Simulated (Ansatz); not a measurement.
Cost and result for the atomization energy of C$_{2}$H$_{5}$BrN$_{2}$ (`CNC(=N)Br`) (10 atoms, 9 bonds).

Z-matrix (Å, degrees):
```
C
N 1 1.443
H 1 1.089 2 108.6
H 1 1.094 2 111.8 3 120.8
H 1 1.091 2 109.9 3 -119.3
C 2 1.345 1 120.2 3 175.2
H 2 1.002 1 120.0 3 -20.7
Br 6 1.950 2 110.7 1 175.6
N 6 1.254 2 125.0 1 -5.2
H 9 1.010 6 114.3 2 -177.5
```

The species carries charge 0 and has multiplicity 1. Correlated methods include outer-core shells of Br, which these sets cover unevenly. Scalar relativity is left out up to krypton. Geometry: relaxed with PBE0-D4/def2-TZVP. It is one conformer, not always the lowest. Program: Ansatz. All runs use 4 threads of an Arm Neoverse V2 on a shared host. Times are those of one run each, without the atoms' runs, and a repeat can differ threefold. Electronic energies, without spin–orbit coupling; frozen cores. CCSD(T)/CBS adds CCSD(T) − MP2 in def2-TZVPP to the MP2 limit, and its time is that of the two runs behind it. T1 = 0.011. With those shells the extrapolation isn't a true limit. B3LYP takes the VWN-RPA correlation (the form of Gaussian; ORCA's B3LYP/G). HSE06 is the plane-wave form, built on full-range PBE exchange.

CCSD(T)/CBS is a level of theory with its own doubt, some kJ/mol a heavy atom from the limit and from the frozen cores, so smaller differences don't rank the functionals.

```tsv
level	functions	wall time
revPBE-D4/def2-TZVPP	242	2.2 s
PBE-D4/def2-TZVPP (with forces)	242	2.7 s
PBE0-D4/def2-TZVPP	242	3.5 s
BHLYP-D4/def2-TZVPP	242	3.5 s
HSE06-D4/def2-TZVPP	242	4 s
r2SCAN-D4/def2-TZVPP (with forces)	242	4.9 s
B3LYP-D4/def2-TZVPP (with forces)	242	5.5 s
PBE-QIDH/def2-TZVPP	242	6.5 s
CCSD(T)/def2-SVP	113	8.5 s
ωB97M-V/def2-TZVPP (with forces)	242	12 s
MP2/def2-QZVPP	467	29 s
CCSD(T)/def2-TZVPP	242	3.3 min
CCSD(T)/CBS(def2)	–	3.8 min
```

What atomization energy does each give, and how far from CCSD(T)/CBS? (Estimate.)

The calculation gave: 
```tsv
level	atomization (kcal/mol)	difference from CCSD(T)/CBS	per bond
revPBE-D4/def2-TZVPP	897.3	13.3	1.5
PBE-D4/def2-TZVPP (with forces)	923.7	39.7	4.4
PBE0-D4/def2-TZVPP	895.7	11.7	1.3
BHLYP-D4/def2-TZVPP	851.6	-32.4	-3.6
HSE06-D4/def2-TZVPP	896.6	12.6	1.4
r2SCAN-D4/def2-TZVPP (with forces)	888.4	4.4	0.5
B3LYP-D4/def2-TZVPP (with forces)	891.4	7.4	0.8
PBE-QIDH/def2-TZVPP	879.0	-5.0	-0.6
CCSD(T)/def2-SVP	828.4	-55.6	-6.2
ωB97M-V/def2-TZVPP (with forces)	888.8	4.8	0.5
MP2/def2-QZVPP	892.1	8.1	0.9
CCSD(T)/def2-TZVPP	855.2	-28.8	-3.2
CCSD(T)/CBS(def2)	884.0	0.0	0.0
```

From r2SCAN to r2SCAN0 (25 % exact exchange), in def2-TZVPP and without D4, the atomization energy moves by −20.9 kcal/mol: exact exchange takes away binding that semilocal exchange gives to molecules. In def2-TZVPP, CCSD(T) changes the Hartree–Fock value by +266.8 kcal/mol (the triples alone add +18.9 kcal/mol) and MP2 by +286.8 kcal/mol; breaking electron pairs costs correlation energy, which Hartree–Fock lacks. The D4 term adds +8.0 kcal/mol with B3LYP and +4.2 kcal/mol with PBE0; it sums over pairs of atoms, weighted by their polarisabilities, and B3LYP, whose exchange is more repulsive, gets the larger term.
